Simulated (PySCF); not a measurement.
C5H8F4OSi: full NMR table

* Formula: C5H8F4OSi
* SMILES: FCC/C(=C\O[SiH3])C(F)(F)F
* InChI: InChI=1S/C5H8F4OSi/c6-2-1-4(3-10-11)5(7,8)9/h3H,1-2H2,11H3/b4-3+
* Point group of the computed structure: C1
* Degrees of unsaturation: 1
* Carbon signals: 5
* Proton signals: 4

Atoms are numbered as in `[F:1][CH2:2][CH2:3]/[C:4](=[CH:5]\[O:6][SiH3:7])[C:8]([F:9])([F:10])[F:11]` (H(Xn): hydrogen on atom n).

Relativity neglected, single conformer, isolated molecule, one averaged value for each set of equivalent atoms. NMR shieldings at PBE0/pcSseg-1/GIAO; GFN2-xTB geometry; PySCF 2.14.

Chemical shifts δ = σref − σ; 1H and 13C and 29Si vs TMS; CFCl3 for 19F; 17O vs H2O, all at this level.

| carbon | δC, type | δH (multiplicity) | HMBC from (2–3 bonds) | span of the C tensor (ppm) |
| --- | --- | --- | --- | --- |
| C2 | 87.6, CH2 | 4.76 (m) | H(C3) | 77 |
| C3 | 30.1, CH2 | 2.71 (m) | H(C5), H(C2) | 31 |
| C4 | 124.1, C | – | H(C5), H(C2), H(C3) | 174 |
| C5 | 153.2, CH | 7.19 (m) | H(Si7), H(C3) | 174 |
| C8 | 134.1, C | – | H(C5), H(C3) | 4 |

Other nuclei:
```
     atoms  nucleus                        environment  δ (ppm)  σ (ppm)
    H(Si7)       1H  hydrogen on a silicon bonded to O     5.09    26.62
F9/F10/F11      19F            fluorine of a CF3 group    -75.3    246.3
        F1      19F          fluorine on an sp3 carbon   -241.6    412.5
       Si7     29Si           silicon bonded to O, 3 H    -30.3    379.5
        O6      17O             oxygen bonded to C, Si     98.0    238.1
```

- Carbon types of the structure: 2 × C, 1 × CH, 2 × CH2, leaving 3 H on heteroatoms.
- δC 153.2: alkene carbon bearing oxygen; an sp2 carbon further deshielded by the attached heteroatom.
- δC 134.1: CF3 carbon; 3 electronegative neighbours deshield it.
- δC 124.1: β carbon of an enol-ether or enamine type C=C.
- δC 87.6: sp3 CH2 bonded to F; deshielded by the electronegative neighbour.
- δH 2.71: hydrogen on an allylic sp3 CH2; allylic position.

Splittings by 19F in the carbon and heteronuclear signals aren't shown, as no couplings were computed. Shifts are as computed. Against solution values, carbons near 30 ppm lie about +3 ppm off and those near 130 ppm about +5 ppm. Of 1211 compounds with measured shifts, 218 miss one by over three times the rms of a fit or turn the order of signals round; such compounds aren't used in these exercises. Unscaled 19F shifts against computed CFCl3 carry errors that often reach 10 to 50 ppm. Experimental scales use liquid or dissolved standards, which lie at an offset from isolated H2O (liquid H2O: subtract about 36 ppm). Multiplicities follow the n + 1 count of equivalent neighbours, as no J values were calculated; m marks all less simple cases, F and P coupling included.
